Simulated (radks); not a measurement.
Spin polarisation of the 4d5 shell in neutral molybdenum. Start: [Kr] 4d(up 2.5, down 2.5) 5s(up 0.5, down 0.5); electrons of 4d are moved from spin down to spin up, other shells keep equal spins. Method: non-relativistic Kohn-Sham, TPSS, spin-polarised, spherical densities, point nucleus; meta-GGA in the generalised Kohn-Sham scheme; computed with a radial shooting solver on a logarithmic mesh with Libxc functionals.

| moment (Bohr magnetons) | E - E(0) (eV) | e(4d up) (eV) | e(4d down) (eV) | 5s down minus up (eV) | 4p down minus up (eV) | 4s down minus up (eV) |
|---|---|---|---|---|---|---|
| 0 | 0.000 | -3.898 | -3.898 | 0.000 | 0.000 | 0.000 |
| 1 | -0.159 | -4.195 | -3.558 | 0.306 | 0.635 | 0.571 |
| 2 | -0.637 | -4.449 | -3.173 | 0.615 | 1.269 | 1.143 |
| 3 | -1.436 | -4.658 | -2.740 | 0.930 | 1.904 | 1.713 |
| 4 | -2.555 | -4.815 | -2.258 | 1.240 | 2.538 | 2.283 |
| 5 | -3.984 | -4.889 | -1.745 | 1.495 | 3.162 | 2.848 |

At moment 5 the spin-polarisation energy is -3.984 eV and the 4d exchange splitting 3.144 eV, that is 0.629 eV per Bohr magneton; E = -I m^2/4 would give I = 0.637 eV.
